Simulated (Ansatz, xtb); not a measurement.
**Isomers of FH2NOSe in order of energy**

4 gas-phase structures of FH2NOSe, found in a search over its isomers (lower ones may exist). Each was relaxed with GFN2-xTB; where two conformers were screened, the lower at r2SCAN-D4/def2-SVP is listed:

A. `NO[Se]F`, a singlet
B. a singlet given by its coordinates
C. `N[Se@](=O)F`, a singlet
D. `ON[Se]F`, a singlet

B (Å):

```xyz
6

F    -1.3517   -2.3251   -0.4609
N    -1.0238   -0.1319   -2.2399
O     0.9498   -1.5307   -1.4083
Se   -0.4346   -0.6366   -0.8146
H    -1.6915    0.6245   -2.1975
H     1.0741   -2.3349   -0.8928
```

Close contacts (Å): F1–Se4 1.95, N2–Se4 1.62, O3–Se4 1.75, N2–H5 1.01, O3–H6 0.96.

Problem. Make a reasoned guess at their ranking by r2SCAN-D4/def2-SVP single-point energy.

Solution. Calculated order at r2SCAN-D4/def2-SVP: C (0.0), B (17.0), D (22.6), A (30.5) kcal/mol.

Energies above the lowest of each column, in kcal/mol; the last columns are at PBE0-D3(BJ)/def2-SVP geometries and were run for some of them only (a dash: not run or not comparable):

| structure | GFN2-xTB | HF/STO-3G | r2SCAN-D4/def2-SVP | PBE0-D3(BJ)/def2-SVP | CCSD(T)/def2-TZVP |
| --- | --- | --- | --- | --- | --- |
| C | 0.0 | 90.2 | 0.0 | 0.0 | 0.0 |
| B | 9.9 | 104.8 | 17.0 | 17.0 | 17.2 |
| D | 26.8 | 0.0 | 22.6 | 21.1 | 32.4 |
| A | 28.7 | 1.6 | 30.5 | – | – |

CCSD(T)/def2-TZVP puts C lowest of those it was run on; HF/STO-3G picks D. Flexible structures stand in one conformer each, not always the lowest. Frequencies (PBE0-D3(BJ)/def2-SVP) were run for B, C, D alone.

Over these structures GFN2-xTB departs from r2SCAN-D4/def2-SVP by 3.3 kcal/mol on average once a common shift is removed. A GFN2-xTB relaxation took about 0.095 s and the r2SCAN-D4/def2-SVP energy about 1.4 s on a shared host (Ansatz 0.2.0, xtb 6.7.1).
